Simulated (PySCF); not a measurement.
Structure problem from calculated spectra and properties.

Formula: C13H12.

| Quantity | Value |
| --- | --- |
| Rotational structure | rotational constants A, B, C: 2.212, 0.464, 0.400 GHz [PBE0-D3(BJ)/def2-SVP] |
| Polarisability | 157.4 au [PBE0/def2-SVPD] |
| Dipole | 0.39 D [PBE0/def2-SVPD] |
| 1H NMR | chemical shifts (computed TMS as zero) by class: 7.45 (2 H), 7.37 (2 H), 7.29 (1 H), 7.15 (1 H), 6.59 (1 H), 6.45 (1 H), 5.38 (1 H), 5.31 (1 H), 2.34 (2 H) ppm [GIAO PBE/pcSseg-1] |
| Couplings | largest of the computed one-bond spin–spin couplings (means over like bonds): 13C–1H +167.8, 13C–1H +167.2, 13C–1H +166.5, 13C–1H +166.2 (×2), 13C–1H +165.7 (×2), 13C–1H +164.3, 13C–1H +163.0, 13C–1H +160.0 Hz [B3LYP/pcJ-1, spin–dipole term left out] |
| 13C NMR | chemical shifts (computed TMS as zero) by class: 149.4 (1 C), 146.6 (1 C), 133.9 (1 C), 133.0 (1 C), 132.8 (1 C), 131.5 (2 C), 130.8 (2 C), 130.7 (1 C), 122.4 (1 C), 121.7 (1 C), 33.3 (1 C) ppm [GIAO PBE/pcSseg-1] |
| UV, first state | lowest singlet excitation: 4.19 eV (296 nm, f = 0.274) [TDDFT PBE0/def2-SVPD] |
| Triplet | lowest triplet excitation (Tamm–Dancoff): 2.75 eV [TDA PBE0/def2-SVPD] |

Gas-phase values; electronic properties from PySCF, density fitting. Levels stand in brackets. Geometry: PBE0-D3(BJ)/def2-SVP, one conformer, isolated molecule. NMR values are class means; diastereotopic atoms form classes of their own.

Question: Propose a structure and show how it fits.

Answer: Numbering: `[CH:1]1=[CH:2][CH2:3][CH:4]=[CH:5][C:6]([c:7]2[cH:8][cH:9][cH:10][cH:11][cH:12]2)=[CH:13]1`. Its formula, C13H12, gives 8 degrees of unsaturation: 2 rings and 6 π bonds in the structure found (Kekulé form). 13 carbons fall into 11 classes; from least to most shielded: fully substituted alkene carbon [C6] (149.4 ppm), substituted aromatic carbon [C7] (146.6 ppm), alkene CH carbon [C5] (133.9 ppm), alkene CH carbon [C1] (133.0 ppm), alkene CH carbon [C13] (132.8 ppm), aromatic CH carbon [C9/C11] (131.5 ppm, 2 C), aromatic CH carbon [C8/C12] (130.8 ppm, 2 C, up to 5.4 ppm apart in this geometry), aromatic CH carbon [C10] (130.7 ppm), alkene CH carbon [C2] (122.4 ppm), alkene CH carbon [C4] (121.7 ppm), allylic carbon [C3] (33.3 ppm). Hydrogen classes from least to most shielded: 2 H on the ortho carbons, C8/C12 (7.45 ppm), 2 H on the meta carbons, C9/C11 (7.37 ppm), 1 H on the para carbon, C10 (7.29 ppm), 1 H on an alkene CH carbon, C13 (7.15 ppm), 1 H on an alkene CH carbon, C1 (6.59 ppm), 1 H on an alkene CH carbon, C5 (6.45 ppm), 1 H on an alkene CH carbon, C4 (5.38 ppm), 1 H on an alkene CH carbon, C2 (5.31 ppm), 2 H on an allylic carbon, C3 (2.34 ppm, a mean of values up to 1.4 ppm apart in this geometry). The couplings run between: +167.8 Hz, alkene CH carbon [C2] and its hydrogen; +167.2 Hz, aromatic CH carbon [C10] and its hydrogen; +166.5 Hz, alkene CH carbon [C4] and its hydrogen; +166.2 Hz, aromatic CH carbon [C9] and its hydrogen (with 1 like pair); +165.7 Hz, aromatic CH carbon [C8] and its hydrogen (with 1 like pair); +164.3 Hz, alkene CH carbon [C5] and its hydrogen; +163.0 Hz, alkene CH carbon [C1] and its hydrogen; +160.0 Hz, alkene CH carbon [C13] and its hydrogen. S1 is mainly HOMO→LUMO (weight 0.97); the largest Löwdin shares of the orbital it empties are 0.15 on an alkene CH carbon, 0.14 on an alkene CH carbon, 0.14 on the fully substituted alkene carbon and 0.08 on an alkene CH carbon, of the orbital it fills 0.15 on each of 2 atoms of one kind (alkene CH carbon), 0.14 on the fully substituted alkene carbon and 0.10 on an alkene CH carbon. The optimised geometry has point group C1 and is an asymmetric top. Structure: `C1=CCC=CC=C1c1ccccc1`. Computed isomers that give other values at the same levels: `C=C(C)c1ccc2ccccc2c1` (13C chemical shifts (computed TMS as zero) by class: 152.8 (1 C), 143.4 (1 C), 134.3 (1 C), 134.1 (1 C), 132.1 (1 C), 131.2 (1 C), 131.1 (1 C), 129.4 (1 C), 129.0 (1 C), 128.4 (1 C), 126.3 (1 C), 118.5 (1 C), 24.7 (1 C) ppm); `C#C[C@@]1(C)C[C@@]12C=CC=C2C#CC` (13C chemical shifts (computed TMS as zero) by class: 147.7 (1 C), 144.9 (1 C), 135.0 (1 C), 132.8 (1 C), 103.8 (1 C), 91.8 (1 C), 85.4 (1 C), 70.0 (1 C), 55.7 (1 C), 35.0 (1 C), 32.2 (1 C), 21.8 (1 C), 6.6 (1 C) ppm); `c1ccc(Cc2ccccc2)cc1` (lowest singlet excitation: 5.25 eV (236 nm, f = 0.014)). The assignments are read from this structure; whether some other isomer fits the data as well wasn't checked.

Conformer computed: `[CH:1]1=[CH:2][CH2:3][CH:4]=[CH:5][C:6]([c:7]2[cH:8][cH:9][cH:10][cH:11][cH:12]2)=[CH:13]1`: C5–C6–C7–C8 -38°.
